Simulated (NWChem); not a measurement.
# TiOCl cation; SMILES [O]=[Ti+][Cl]

```xyz
3

Ti     0.3960     0.5988     0.0000
Cl    -0.1225    -1.4650     0.0000
O     -0.9086     1.4170     0.0000
```
Atoms are numbered in this order, from 1.

All runs: NWChem. STO-3G and 3-21G are far too small for this property and stand as cheap habits. Structure relaxed at the PBE0/def2-SVP level. The spin multiplicity was typed, not searched, and may not be the lowest. GIAO values for the isolated, static molecule; σ is the absolute isotropic shielding, δ = σ(reference) − σ with the isolated reference molecule computed at the same levels (17O: water).

### Question
Estimate the computed values for Hartree-Fock/STO-3G. Quantities: σ Ti1 (ppm); σ Cl2 (ppm); δ O3 (ppm).

### Answer
The σ Ti1 (ppm) comes out as 1347.1 and the σ Cl2 (ppm) is 1058.2. The δ O3 (ppm) is 938.7.
